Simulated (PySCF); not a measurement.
C3H8N, multiplicity 2. Atoms are numbered in the order given.

```xyz
12

C      0.1553    -1.8861     0.0000
C     -0.4537    -0.4869     0.0000
N      0.5418     0.5446     0.0000
C     -0.0171     1.8607     0.0000
H     -0.6306    -2.6677     0.0000
H      0.7938    -2.0309    -0.8941
H      0.7938    -2.0309     0.8941
H     -1.1381    -0.3581    -0.8824
H     -1.1381    -0.3581     0.8824
H      0.7760     2.6354     0.0000
H     -0.6779     2.0360     0.8886
H     -0.6779     2.0360    -0.8886
```
Charge 0, spin multiplicity 2.

Geometry: PBE-D3(BJ)/def2-SVP. The isomer is the one that the SMILES or the coordinates give; other isomers of the formula were not compared. Other conformers were not sampled.

All values below come from PySCF with PBE-D3(BJ)/def2-SVP.

Harmonic, unscaled wavenumbers; measured fundamentals usually lie a few per cent lower.

Task: List the normal modes with their intensities. (The exact figures need the calculation; the answer reports its results.)

Result: 
```
mode  ν (cm⁻¹)  IR (km/mol)  moving atoms (share of kinetic energy)
----  --------  -----------  --------------------------------------
1           51          1.1                          H 78 %, C 18 %
2           93          0.9                  H 43 %, N 38 %, C 19 %
3          228          0.8                           H 87 %, C 9 %
4          287          4.0                  C 42 %, H 37 %, N 21 %
5          468          0.9                  C 54 %, H 31 %, N 15 %
6          695          1.6                          H 83 %, C 16 %
7          845          1.9                  H 40 %, C 39 %, N 22 %
8          910          1.2                          H 80 %, C 16 %
9         1003          2.7                          H 75 %, C 25 %
10        1016          5.2                   H 50 %, C 41 %, N 9 %
11        1030          0.4                  C 44 %, H 42 %, N 14 %
12        1106          1.8                  C 43 %, H 41 %, N 16 %
13        1196          3.5                  N 43 %, H 30 %, C 27 %
14        1213          0.4                          H 84 %, C 15 %
15        1301          7.8                          H 79 %, C 20 %
16        1324          7.8                          H 83 %, C 15 %
17        1342         10.0                          H 88 %, C 10 %
18        1360         22.7                          H 68 %, C 30 %
19        1396          9.8                                  H 96 %
20        1404          0.3                           H 90 %, C 9 %
21        1409          6.8                                  H 97 %
22        1426          4.7                                  H 95 %
23        2830         24.8                                  H 95 %
24        2855         37.2                                  H 96 %
25        2857         31.4                           H 91 %, C 9 %
26        2903         33.8                           H 91 %, C 9 %
27        2979         19.9                                  H 97 %
28        3038         29.5                           H 91 %, C 9 %
29        3074         16.5                           H 91 %, C 9 %
30        3074         15.7                           H 91 %, C 9 %
```
